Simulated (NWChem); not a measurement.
Two isomers of WNH₃SO₂, each optimised at PBE0/def2-SVP with NWChem. Flexible species stand in one conformer each, which need not be the lowest. For one or both, no frequency run checked for a minimum. def2 effective core potentials on W; no spin-orbit coupling.

A: [W](=[O])(=[O])([SH])[NH2]
B: [NH]=[W]([OH])([OH])=[S]

Task: Which is lower in energy, by how much, and how do their other properties compare?

Result: A is lower by 8.6 kcal/mol in electronic energy.
|  | A | B |
|---|---|---|
| highest occupied level (eV) | -7.89 | -7.11 |
| orbital gap (eV) | 6.08 | 5.63 |
| dipole (D) | 4.45 | 4.49 |
